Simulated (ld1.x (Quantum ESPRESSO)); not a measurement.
**Zn (Z = 30): one change to a PAW potential, before and after**

- Element: Zn (Z = 30)
- Generator: ld1.x (Quantum ESPRESSO) 7.5
- Type: PAW
- Functional: PBEsol
- Relativity: scalar-relativistic
- Frozen core: [Ne] 3s2
- Valence charge: 18
- Reference configuration: 3p6 3d10 4s1 4p0 (charge +1)
- Partial waves: 4s (bound): rcut 1.50, rcutus 2.05 bohr; 4s channel at 2.15 Ry: rcut 1.50, rcutus 2.05 bohr; 3p (bound): rcut 1.00, rcutus 1.05 bohr; 4p (bound, empty): rcut 1.00, rcutus 1.05 bohr; 3d (bound): rcut 1.00, rcutus 1.40 bohr; 3d channel at -1 Ry: rcut 1.00, rcutus 1.40 bohr
- Local potential: all-electron potential smoothed inside 0.80 bohr (lloc = -2)
- Core correction: Bessel-smoothed model core, default radius (core density twice the valence density)
- Augmentation charge: BESSEL, radius 0.80 bohr

Change: waves 3d (bound): rcut 1.00, rcutus 2.08 bohr; 3d channel at -1 Ry: rcut 1.00, rcutus 2.08 bohr.

Cutoffs: the cutoffs (Ry, on a coarse ladder) from which the occupation-weighted sum of valence levels, in a spherical-Bessel basis at the reference potential, stays within 10 and 1 mRy of its value at 400 Ry; they do not see the model core or the augmentation charge, which bear on the density cutoff. Errors are all-electron minus pseudo energies relative to the spin-unpolarised reference configuration.

What does the change do?

Both files keep a bound ghost (s); the number of tests that count goes from 7 to 2 (the test run of the changed file stopped, so its transferability is not established); the range in which the d phases agree narrows (upper end at the end of the scan → 0.1).

```tsv
quantity	base	changed
cutoffs, loose and tight	90 Ry, 140 Ry	not determined
bound ghosts	s	s (d not tested, overlap not positive)
tests counted (converged, no solver errors)	7 of 7	2 of 7 (the test run stopped)
error for 3p6 3d10 4s2 4p0, meV [ΔE -9.90 eV]	+4.6	+2.8
error for 3p6 3d10 4s0 4p0, meV [ΔE 18.35 eV]	+13	+7.0
s: phases at 2.24 bohr within 0.05 rad from the reference energy up to (Ry; the scan ends near 5)	to the end of the scan	to the end of the scan
p: phases at 2.24 bohr within 0.05 rad from the reference energy up to (Ry; the scan ends near 5)	to the end of the scan	to the end of the scan
d: phases at 2.24 bohr within 0.05 rad from the reference energy up to (Ry; the scan ends near 5)	to the end of the scan	0.1
lowest overlap eigenvalue by channel	s 0.27, p 0.27, d 1.00	s 0.27, p 0.27, d -0.10
```

Changed file: the overlap operator is not positive definite in a basis up to 400 Ry (lowest eigenvalue d -0.10), so the file is unfit for use: the generalised eigenproblem breaks down once the basis is large enough, and its test numbers describe a broken file. Tests not counted: 3p6 3d9 4s0 4p0 (solver errors, printed error -3494 eV). A true bound ghost makes a file unfit for plane-wave use even where its test errors are small: the radial tests pick states by their node count and pass the ghost by. Where a test does run into it, the solver fails or the error is huge.
